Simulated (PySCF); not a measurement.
UHF on Pm⁺ (promethium, charge +1), [Xe] 4f4 6s1 6p1, one real determinant (an excited configuration). Calculation: PySCF 2.14, in x2c-TZVPPall (11s7p7d4f2g, 113 functions); scalar relativity by spin-free X2C-1e.

```
cycle= 2 E= -10015.8283635784  delta_E= -0.00108  |g|= 0.0117  |ddm|= 0.0722
cycle= 3 E= -10015.8292514512  delta_E= -0.000888  |g|= 0.0106  |ddm|= 0.0739
cycle= 4 E= -10015.8301254125  delta_E= -0.000874  |g|= 0.00998  |ddm|= 0.0806
cycle= 5 E= -10015.8322688263  delta_E= -0.00214  |g|= 0.00811  |ddm|= 0.246
cycle= 6 E= -10015.8330533592  delta_E= -0.000785  |g|= 0.0062  |ddm|= 0.129
cycle= 7 E= -10015.8342745852  delta_E= -0.00122  |g|= 0.00886  |ddm|= 0.379
cycle= 8 E= -10015.8342938542  delta_E= -1.93e-05  |g|= 0.00629  |ddm|= 0.0139
cycle= 9 E= -10015.8344389982  delta_E= -0.000145  |g|= 0.0033  |ddm|= 0.152
cycle= 10 E= -10015.8344534479  delta_E= -1.44e-05  |g|= 0.001  |ddm|= 0.0374
cycle= 11 E= -10015.8344547176  delta_E= -1.27e-06  |g|= 0.000191  |ddm|= 0.012
cycle= 12 E= -10015.8344547549  delta_E= -3.73e-08  |g|= 3.94e-05  |ddm|= 0.00179
cycle= 13 E= -10015.8344547564  delta_E= -1.52e-09  |g|= 2.2e-06  |ddm|= 0.000418
cycle= 14 E= -10015.8344547564  delta_E= -1.46e-11  |g|= 1.27e-06  |ddm|= 2.28e-05
converged SCF energy = -10015.8344547564  <S^2> = 12.003641  2S+1 = 7.0010402
```

Highest occupied orbital energy: -9.202 eV; ⟨L²⟩ = 38.19; populations by l: s 10.64, p 25.00, d 20.36, f 4.00.

Can this result be used?

Not for this state. Self-consistency was reached. ⟨L²⟩ = 38.19 against 56 for a pure K term, so this real determinant mixes terms. Spin-orbit coupling, absent here, splits the open shell strongly. The s, p, d and f populations moved away from the nominal configuration during the SCF.
